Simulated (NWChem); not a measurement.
System: WN2H4O2; SMILES [NH]=[W](=[NH])([OH])[OH]

The following NWChem deck was run.

```
start job
memory heap 200 mb stack 900 mb global 1100 mb
geometry units angstroms
  W     -0.004952    -0.015155    -0.017371
  N     -1.563381    -0.872387    -0.222360
  H     -2.351288    -1.448954    -0.519613
  N      1.117122    -0.484918    -1.330999
  H      1.585251    -0.880957    -2.146838
  O     -0.295973     1.864393    -0.065746
  H     -0.550504     2.735639    -0.390910
  O      0.756092    -0.464935     1.667347
  H      1.123605    -0.992546     2.385781
end
basis spherical
  * library def2-svp
end
ecp
  W library def2-ecp
end
dft
  xc pbe0
  iterations 150
end
driver
  maxiter 120
end
task dft optimize
```

NWChem printed, in part:

```
             Northwest Computational Chemistry Package (NWChem) 7.3.0
             --------------------------------------------------------

 C2  symmetry detected

                             Geometry "geometry" -> ""
                             -------------------------

 Output coordinates in angstroms (scale by  1.889725989 to convert to a.u.)

  No.       Tag          Charge          X              Y              Z
 ---- ---------------- ---------- -------------- -------------- --------------
    1 W                   74.0000     0.00000000     0.00000000    -0.02337130
    2 N                    7.0000     0.00454145    -1.46323499    -1.05505912
    3 H                    1.0000     0.00602598    -2.14864352    -1.81123274
    4 N                    7.0000    -0.00454145     1.46323499    -1.05505912
    5 H                    1.0000    -0.00602598     2.14864352    -1.81123274
    6 O                    8.0000    -1.54403309    -0.00413384     1.08824650
    7 H                    1.0000    -2.47042541    -0.00161072     1.35541276
    8 O                    8.0000     1.54403309     0.00413384     1.08824650
    9 H                    1.0000     2.47042541     0.00161072     1.35541276

 Effective nuclear repulsion energy (a.u.)     779.4206827336

      Symmetry information
      --------------------

 Group name             C2
 Group number              4
 Group order               2
 No. of unique centers     5

                                Z-matrix (autoz)
                                --------

 Units are Angstrom for bonds and degrees for angles

      Type          Name      I     J     K     L     M      Value
      ----------- --------  ----- ----- ----- ----- ----- ----------
    1 Stretch                  1     2                       1.79038
    2 Stretch                  1     4                       1.79038
    3 Stretch                  1     6                       1.90256
    4 Stretch                  1     8                       1.90256
    5 Stretch                  2     3                       1.02058
    6 Stretch                  4     5                       1.02058
    7 Stretch                  6     7                       0.96415
    8 Stretch                  8     9                       0.96415
    9 Bend                     1     2     3               167.37621
   10 Bend                     1     4     5               167.37621
   11 Bend                     1     6     7               160.33358
   12 Bend                     1     8     9               160.33358
   13 Bend                     2     1     4               109.62698
   14 Bend                     2     1     6               109.69205
   15 Bend                     2     1     8               109.65763
   16 Bend                     4     1     6               109.65763
   17 Bend                     4     1     8               109.69205
   18 Bend                     6     1     8               108.49662
   19 Torsion                  2     1     4     5          -0.16511
   20 Torsion                  2     1     6     7         -61.11590
   21 Torsion                  2     1     8     9          59.32736
   22 Torsion                  3     2     1     4          -0.16511
   23 Torsion                  3     2     1     6         120.29675
   24 Torsion                  3     2     1     8        -120.64789
   25 Torsion                  4     1     6     7          59.32736
   26 Torsion                  4     1     8     9         -61.11590
   27 Torsion                  5     4     1     6        -120.64789
   28 Torsion                  5     4     1     8         120.29675
   29 Torsion                  6     1     8     9         179.11649
   30 Torsion                  7     6     1     8         179.11649

                           NWChem Geometry Optimization
                           ----------------------------

 maximum gradient threshold         (gmax) =   0.000450
 rms gradient threshold             (grms) =   0.000300
 maximum cartesian step threshold   (xmax) =   0.001800
 rms cartesian step threshold       (xrms) =   0.001200
 fixed trust radius                (trust) =   0.300000
 source of zmatrix                         =   autoz

          -------------------
          Energy Minimization
          -------------------

 Using diagonal initial Hessian
 Scaling for Hessian diagonals: bonds = 1.00  angles = 0.25  torsions = 0.10

          --------
          Step   0

                                 NWChem DFT Module
                                 -----------------

 Summary of "ao basis" -> "ao basis" (spherical)
 ------------------------------------------------------------------------------
       Tag                 Description            Shells   Functions and Types
 ---------------- ------------------------------  ------  ---------------------
 W                          def2-svp                12       32   6s3p2d1f
 N                          def2-svp                 6       14   3s2p1d
 H                          def2-svp                 3        5   2s1p
 O                          def2-svp                 6       14   3s2p1d

      Symmetry analysis of basis
      --------------------------

        a          56
        b          52

[...]

      ----------------------
      Optimization converged
      ----------------------

  Step       Energy      Delta E   Gmax     Grms     Xrms     Xmax
  ---- ---------------- -------- -------- -------- -------- --------
@    9    -329.06915604 -5.1D-07  0.00005  0.00002  0.00086  0.00157
                                     ok       ok       ok       ok

                                Z-matrix (autoz)
                                --------

 Units are Angstrom for bonds and degrees for angles

      Type          Name      I     J     K     L     M      Value     Gradient
      ----------- --------  ----- ----- ----- ----- ----- ---------- ----------
    1 Stretch                  1     2                       1.74932    0.00001
    2 Stretch                  1     4                       1.74932    0.00001
    3 Stretch                  1     6                       1.89687   -0.00001
    4 Stretch                  1     8                       1.89687   -0.00001
    5 Stretch                  2     3                       1.01363    0.00001
    6 Stretch                  4     5                       1.01363    0.00001
    7 Stretch                  6     7                       0.96062   -0.00005
    8 Stretch                  8     9                       0.96062   -0.00005
    9 Bend                     1     2     3               157.36554    0.00000
   10 Bend                     1     4     5               157.36554    0.00000
   11 Bend                     1     6     7               131.55491    0.00001
   12 Bend                     1     8     9               131.55491    0.00001
   13 Bend                     2     1     4               108.47941    0.00002
   14 Bend                     2     1     6               109.33430   -0.00001
   15 Bend                     2     1     8               109.30141   -0.00000
   16 Bend                     4     1     6               109.30141   -0.00000
   17 Bend                     4     1     8               109.33430   -0.00001
   18 Bend                     6     1     8               111.04682   -0.00000
   19 Torsion                  2     1     4     5          -0.15735    0.00000
   20 Torsion                  2     1     6     7         -60.31394    0.00000
   21 Torsion                  2     1     8     9          58.29276    0.00002
   22 Torsion                  3     2     1     4          -0.15735    0.00000
   23 Torsion                  3     2     1     6         118.95970    0.00001
   24 Torsion                  3     2     1     8        -119.29508   -0.00000
   25 Torsion                  4     1     6     7          58.29276    0.00002
   26 Torsion                  4     1     8     9         -60.31394    0.00000
   27 Torsion                  5     4     1     6        -119.29508   -0.00000
   28 Torsion                  5     4     1     8         118.95970    0.00001
   29 Torsion                  6     1     8     9         178.99912    0.00001
   30 Torsion                  7     6     1     8         178.99912    0.00001

                         Geometry "geometry" -> "geometry"
                         ---------------------------------

 Output coordinates in angstroms (scale by  1.889725989 to convert to a.u.)

  No.       Tag          Charge          X              Y              Z
 ---- ---------------- ---------- -------------- -------------- --------------
    1 W                   74.0000     0.00000000     0.00000000     0.12396253
    2 N                    7.0000     0.00637559    -1.41950364    -0.89833145
    3 H                    1.0000     0.00769018    -1.95071193    -1.76161955
    4 N                    7.0000    -0.00637559     1.41950364    -0.89833145
    5 H                    1.0000    -0.00769018     1.95071193    -1.76161955
    6 O                    8.0000    -1.56368449    -0.00639005     1.19772171
    7 H                    1.0000    -2.49587834     0.00235732     0.96592978
    8 O                    8.0000     1.56368449     0.00639005     1.19772171
    9 H                    1.0000     2.49587834    -0.00235732     0.96592978

 Effective nuclear repulsion energy (a.u.)     791.8815461676

      Symmetry information
      --------------------

 Group name             C2
 Group number              4
 Group order               2
 No. of unique centers     5

                Final and change from initial internal coordinates
                --------------------------------------------------

                                Z-matrix (autoz)
                                --------

 Units are Angstrom for bonds and degrees for angles

[...]
```

Level: PBE0/def2-SVP with def2 effective core potentials on W. Not confirmed as a minimum by frequencies. def2 effective core potentials on W; no spin-orbit coupling.
